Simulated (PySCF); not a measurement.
Compound: C6H10N2Si.
SMILES: `[SiH3]NNc1ccccc1`

The calculation used TDDFT CAM-B3LYP/def2-SVPD, vertical, gas phase, core orbitals frozen in the response in PySCF. Isolated species at its PBE0-D3(BJ)/def2-SVP geometry (one conformer only). Torsions of this conformer, `[SiH3:1][NH:2][NH:3][c:4]1[cH:5][cH:6][cH:7][cH:8][cH:9]1`: Si1–N2–N3–C4 -111°, N2–N3–C4–C5 14°.

Computed states:

```
state  E (eV)       f
   S1    4.87   0.039
   S2    5.43   0.128
   S3    5.65   0.089
   S4    6.19  0.0086
   S5    6.38  0.0083
   S6    6.51  0.0015
   S7    6.64   0.012
   S8    6.74   0.430
   S9    6.78   0.379
  S10    7.02  0.0084
```

Each state is given a Gaussian of 0.3 eV full width at half maximum, with ε(max) = 2.175×10⁸ f / Δν̃ (Δν̃ the width in cm⁻¹). The cross-section is σ = 3.8235×10⁻²¹ ε cm², given in Mb (10⁻¹⁸ cm²). The width is an assumption, not a result. The curve ends short of the highest state used, and states not computed would add to its high-energy end.

Task: What does the envelope look like, and where are its maxima?

Result: 
(λ (nm), σ (Mb)): (193.2, 12.75), (196.2, 5.42), (199.2, 4.27), (202.2, 3.12), (205.2, 1.86), (208.3, 2.29), (211.3, 7.10), (214.3, 17.94), (217.3, 31.96), (220.3, 43.78), (223.3, 51.44), (226.4, 54.01), (229.4, 48.21), (232.4, 34.66), (235.4, 19.61), (238.4, 9.05), (241.4, 4.48), (244.4, 4.53), (247.5, 7.43), (250.5, 10.97), (253.5, 13.19), (256.5, 12.91), (259.5, 10.41), (262.5, 7.00), (265.5, 3.98), (268.6, 1.88), (271.6, 0.79), (274.6, 0.29), (277.6, 0.09), (280.6, 0.03)

Maxima: 255 nm (4.87 eV), ε about 3500, made up of S1 (100%); 226 nm (5.49 eV), ε about 14000, made up of S2 (74%) and S3 (26%) (ε in L mol⁻¹ cm⁻¹; maxima over ε = 5, shares over 10%). At its high-energy end, 6.42 eV, the curve is still rising (ε about 3500, from S5, S8 and S9).

Task: On this curve, what absorbance would a 10⁻⁴ mol/L sample give at 280 nm over a 1 cm path?

Result: 280 nm is 4.428 eV, where ε is about 8.9 L mol⁻¹ cm⁻¹, so A = ε c l ≈ 0.00089 (Beer–Lambert, with the gas-phase spectrum and the assumed width).

Task: What would ε be at 5.49 eV, the highest of these maxima, with half the width (0.15 eV)?

Result: About 15900 L mol⁻¹ cm⁻¹ against 14100, a factor of about 1.1; a lone state at its own centre would give exactly 2.

Task: Coming from long wavelengths, where does ε first pass 100 L mol⁻¹ cm⁻¹?

Result: At about 274 nm (4.53 eV), 0.34 eV below S1.

The vertical ionisation energy (ΔSCF) is 7.71 eV, 0.69 eV above S10.
